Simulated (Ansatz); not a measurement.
```yaml
crystal:
  periodic: [false, false, false]
  atoms:
    - {symbol: Cl, position_ang: [-1.744040, 0.855094, -0.868593]}
    - {symbol: Zn, position_ang: [-0.039828, -0.003284, -0.022391]}
    - {symbol: Br, position_ang: [1.772968, -0.916710, 0.877684]}
basis:
  gaussian: {orbitals: def2-TZVP}
hamiltonian: {xc: {name: wB97M-V}, dispersion: d2}
```

```sh
$ ansatz run in.yaml --threads 4 --pin off --events-out ev --progress --plain --max-ram 10444MiB
```

(1) How does Ansatz answer? (Estimate.)

Results:

(1) The calculation gave: The program refused the input.
```
Error: YAML parse error: error: line 9 column 48: hamiltonian.dispersion: `d2` is not `none`, `rvv10`, `d3bj`, `d3bjatm`, `d4` or a map `{method: …, s8: …, a1: …, a2_bohr: …}` (numbers without units, a2 in bohr) or `{method: …, functional: …}`
 --> <input>:9:48
7 | basis:
8 |   gaussian: {orbitals: def2-TZVP}
9 | hamiltonian: {xc: {name: wB97M-V}, dispersion: d2}
```
